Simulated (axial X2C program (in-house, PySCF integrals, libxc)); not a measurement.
**Worked dissociation energy of NbF⁺: CCSD, scalar-relativistic**

Calculated with an axial X2C code built on PySCF integrals. Spin-free means the one-electron spin-free X2C Hamiltonian. Basis: Nb dyall-cv3z [11s12p9d5f3g], F dyall-av3z [7s6p3d2f] (cores contracted in-house); Gaussian nuclei, density fitting, unrestricted open shells. Masses: Nb 92.906 u, F 18.998 u.

Molecular state: M_S = 3/2, Λ = 0 (beyond evenly filled blocks: σα, δ+α, δ-α).

Correlated methods: 11 electrons correlated (number of frozen shells: Nb 4 s, 3 p, 1 d; F 1 s), 293 virtual spin orbitals or spinors in MP2, 90 natural virtuals in coupled cluster.

```
E(Nb+) (2M_S = 4, M_L = 0) : -3817.101689 hartree
E(F) (2M_S = 1, M_L = 0)   : -99.726270 hartree
E(NbF⁺) at Re              : -3917.014216 hartree
ωe                         : 706.7 cm⁻¹
ωexe                       : 2.91 cm⁻¹
```

(1) Work out De and D0.

The state is one determinant whose occupation by symmetry is held fixed; it was picked as the lowest of a PBE0 search that is not exhaustive. De is counted from the lowest determinant-based energies of the atoms at the same level, without counterpoise correction. CCSD ran in a truncated set of natural virtual spinors with an MP2 remainder; without triples it tends to underbind. PBE0 can misorder states that lie within some tenths of an eV, so this need not be the ground state of the molecule. The nearest other spin-free determinant of the search, M_S = 3/2, Λ = 1, lies 0.12 eV up at the distance of the search. The outer-core s and p shells of the metal are frozen in the correlated rows, which leaves out core–valence correlation; for alkali and alkaline-earth bonds that tends to lengthen them. With the outer-core shells frozen, correlated bond lengths of heavy atoms tend to come out a few hundredths of an ångström too long.

Each atomic determinant is the lowest at this level and need not be a pure term. Totals compare only within one Hamiltonian and basis.

## Answers

(1) De = -3817.101689 + (-99.726270) − (-3917.014216) = 0.18626 hartree = 5.068 eV. The zero-point energy is ωe/2 − ωexe/4 = 353 cm⁻¹ = 0.044 eV, so D0 = 5.025 eV.
